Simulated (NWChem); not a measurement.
# GeS, singlet; SMILES [S]=[Ge]

```xyz
2

Ge     0.0000     0.0000    -0.6825
S      0.0000     0.0000     1.3608
```
Atoms are numbered in this order, from 1.

Computed with NWChem. Low-valent species are run as closed-shell singlets; no triplet was tried in these runs. Coordinates come from a PBE-D3(BJ)/def2-SVP optimisation. GIAO values for the isolated, static molecule; σ is the absolute isotropic shielding.

For level PBE0/pcSseg-2:

- σ Ge1 (ppm) = 300.6
- σ S2 (ppm) = -267.9

Estimate the same quantities for level PBE0/cc-pVTZ.


| Property | Result |
|---|---|
| σ Ge1 (ppm) | 443.1 |
| σ S2 (ppm) | -216.4 |
